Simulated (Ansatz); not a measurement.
Gas-phase electronic energies from Ansatz, PBE0-D4/def2-TZVP geometries. CBS: MP2 limit from def2 TZ/QZ plus the TZ coupled-cluster correction, frozen cores. This one scheme is used for every species. DFT in def2-TZVPP. B3LYP here is the variant with VWN-RPA as its local correlation; programs differ in this. One conformer a species, not always the lowest.

Consider the ligand exchange at the Si–N bond: `C[SiH](F)N=C=O` + `N[SiH](O)O` → `C[SiH](F)N[SiH](O)O` + `N=C=O`.

Q: Is it downhill or uphill in electronic energy at CCSD(T)/CBS, and by how much? (Best estimate.)

A: Ansatz gave: Uphill: ΔE = +26.0 kJ/mol.

Q: What do these levels give: PBE-D4, B3LYP-D4, ωB97X-V, ωB97M-V, PBE0, HF/def2-TZVPP, CCSD/def2-TZVPP, HF/def2-QZVPP, MP2/def2-QZVPP, SCS-MP2/def2-QZVPP, HF/CBS(def2), CCSD/CBS(def2)? (Best estimate.)

A: The calculation gave: PBE-D4 21.6, B3LYP-D4 25.8, ωB97X-V 25.3, ωB97M-V 23.8, PBE0 29.5, HF/def2-TZVPP 43.4, CCSD/def2-TZVPP 28.1, HF/def2-QZVPP 43.7, MP2/def2-QZVPP 28.8, SCS-MP2/def2-QZVPP 30.6, HF/CBS(def2) 43.7, CCSD/CBS(def2) 29.1 kJ/mol.

Largest T1 diagnostic among the species: 0.018.

The D4 term adds −7.8 kJ/mol with B3LYP and −4.5 kJ/mol with PBE0; it sums over pairs of atoms, weighted by their polarisabilities, and B3LYP, whose exchange is more repulsive, gets the larger term. In def2-TZVPP, CCSD(T) changes the Hartree–Fock value by −18.4 kJ/mol (the triples alone add −3.1 kJ/mol) and MP2 by −15.3 kJ/mol.
